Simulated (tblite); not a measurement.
Compound: C₅H₈Si (charge -1 and doublet state).
Numbering: `[CH3:1][Si@@H:2]1[CH:3]=[CH:4][CH:5][CH-:6]1` (hydrogens: H7, H8, H9 on C1; H10 on Si2; H11 on C3; H12 on C4; H13 on C5; H14 on C6)

Cartesian coordinates in Å at the GFN2-xTB level; atoms count from 1:
```
atom  x, y, z in Å
C1    -2.2856   -0.0318    0.2653
Si2   -0.5263   -0.3526   -0.4588
C3     0.7767   -1.0881    0.6147
C4     1.9140   -0.2997    0.5541
C5     1.8076    0.8645   -0.2220
C6     0.5792    1.0737   -0.8270
H7    -2.2675    0.5744    1.1674
H8    -2.7761   -0.9725    0.5080
H9    -2.9116    0.4782   -0.4644
H10   -0.9462   -1.1995   -1.6701
H11    0.7612   -2.0087    1.1878
H12    2.8336   -0.5440    1.0857
H13    2.6410    1.5600   -0.3166
H14    0.3994    1.9456   -1.4463
```

The geometry is computed with GFN2-xTB (gas phase). This method treats the open shell by occupation alone, without spin polarisation.

Take the most abundant isotopes and a rigid rotor. 

Q: What are A, B and C (GHz)?

A: Ia = 84.84, Ib = 219.08, Ic = 271.82 u·Å²; 505379 MHz·u·Å²/I gives 5957, 2307 and 1859 MHz, that is A = 5.9570, B = 2.3069, C = 1.8593 GHz.

Q: What kind of rotor is it?

A: An asymmetric top. Ray's parameter κ = (2B − A − C)/(A − C) = -0.782; −1 is the prolate and +1 the oblate limit.

Q: Is it planar, by Δ = Ic − Ia − Ib?

A: Not planar: Δ = Ic − Ia − Ib = -32.10 u·Å². For a rigid frame Δ = −2 Σ m c², so Σ m c² = 16.05 u·Å² lies off the ab plane: 6.61 from hydrogen and 9.44 from heavier atoms. The atom farthest from that plane is 1.84 Å away.

Q: Give the other two planar moments, Paa and Pbb, and the rms extents of the mass along the axes.

A: Paa = Σ m a² = (Ib + Ic − Ia)/2 = 203.03 and Pbb = Σ m b² = (Ia + Ic − Ib)/2 = 68.79 u·Å². With the mass M = 96.04 u, the rms extents √(P/M) along a, b and c are 1.45, 0.85, 0.41 Å.

Q: Where do the levels up to J = 5 lie, in K?

A: Above 0(0,0), as E/k:
J = 1: 1(0,1) 0.200, 1(1,1) 0.375, 1(1,0) 0.397
J = 2: 2(0,2) 0.598, 2(1,2) 0.754, 2(1,1) 0.818, 2(2,1) 1.344, 2(2,0) 1.345
J = 3: 3(0,3) 1.190, 3(1,3) 1.320, 3(1,2) 1.449, 3(2,2) 1.943, 3(2,1) 1.953, 3(3,1) 2.874, 3(3,0) 2.874
J = 4: 4(0,4) 1.972, 4(1,4) 2.073, 4(1,3) 2.288, 4(2,3) 2.742, 4(2,2) 2.769, 4(3,2) 3.677, 4(3,1) 3.678, 4(4,1) 4.976, 4(4,0) 4.976
J = 5: 5(0,5) 2.939, 5(1,5) 3.012, 5(1,4) 3.332, 5(2,4) 3.737, 5(2,3) 3.798, 5(3,3) 4.682, 5(3,2) 4.685, 5(4,2) 5.979, 5(4,1) 5.979, 5(5,1) 7.649, 5(5,0) 7.649
The levels of one J sum to (2J + 1)J(J + 1)(A + B + C)/3.

Q: Estimate the classical rotational partition function at 25 K, 50 K and 298.15 K.

A: Point group Cs, symmetry number σ = 1; q = (√π/σ)·√((kT/h)³/(ABC)), k/h = 20836.6 MHz/K: 4170 at 25 K, 11800 at 50 K, 172000 at 298.15 K.

For this open shell read J as N, the rotation without spin; fine and hyperfine splittings come on top. Its GFN2-xTB frequencies are all real (lowest 98 cm⁻¹). Whether the extra electron is bound in the gas phase wasn't checked; a finite basis holds it in any case. Zero-point vibration and centrifugal distortion are left out.
